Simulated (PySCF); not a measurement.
Isomers of C2H4F2Se, mass 145.945 u with the commonest isotopes. Theory: PySCF, PBE0-D3(BJ)/def2-SVP geometry optimisation, gas phase. One conformer each, none proved a minimum here; rigid rotors.

Question: Order these by radius of gyration √(Σ m r²/M), smallest first.
A. `[CH3:1][Se:2][CH:3]([F:4])[F:5]` with C1–Se2–C3–F4 -61°
B. `[F:1][CH2:2][Se:3][CH2:4][F:5]` with F1–C2–Se3–C4 -81°, C2–Se3–C4–F5 76°
C. `[F:1][CH:2]([F:3])[CH2:4][SeH:5]` with F1–C2–C4–Se5 177°, C2–C4–Se5–H 62°

Answer: A (1.440 Å), B (1.479 Å), C (1.706 Å).

Question: Order these by dipole moment, smallest first.
A. `[CH3:1][Se:2][CH:3]([F:4])[F:5]` with C1–Se2–C3–F4 -61°
B. `[F:1][CH2:2][Se:3][CH2:4][F:5]` with F1–C2–Se3–C4 -81°, C2–Se3–C4–F5 76°
C. `[F:1][CH:2]([F:3])[CH2:4][SeH:5]` with F1–C2–C4–Se5 177°, C2–C4–Se5–H 62°

Answer: C (0.91 D), A (2.36 D), B (2.76 D).

Question: Order these by rotational constant B, largest first.
A. `[CH3:1][Se:2][CH:3]([F:4])[F:5]` with C1–Se2–C3–F4 -61°
B. `[F:1][CH:2]([F:3])[CH2:4][SeH:5]` with F1–C2–C4–Se5 177°, C2–C4–Se5–H 62°
C. `[F:1][CH2:2][Se:3][CH2:4][F:5]` with F1–C2–Se3–C4 -81°, C2–Se3–C4–F5 76°

Answer: C (2631 MHz), A (2306 MHz), B (1347 MHz).

```json
{"SMILES": "FC[Se]CF", "point group": "near Cs", "Ia (u·Å²)": "142.64", "Ib (u·Å²)": "192.12", "Ic (u·Å²)": "303.68", "κ": "0.03", "μa (D)": "0.11", "μb (D)": "1.43", "μc (D)": "2.36"}
{"SMILES": "C[Se]C(F)F", "point group": "C1", "Ia (u·Å²)": "94.80", "Ib (u·Å²)": "219.14", "Ic (u·Å²)": "291.29", "κ": "-0.68", "μa (D)": "1.40", "μb (D)": "1.28", "μc (D)": "1.40"}
{"SMILES": "FC(F)C[SeH]", "point group": "C1", "Ia (u·Å²)": "57.31", "Ib (u·Å²)": "375.29", "Ic (u·Å²)": "417.05", "κ": "-0.96", "μa (D)": "0.61", "μb (D)": "0.66", "μc (D)": "0.16"}
```
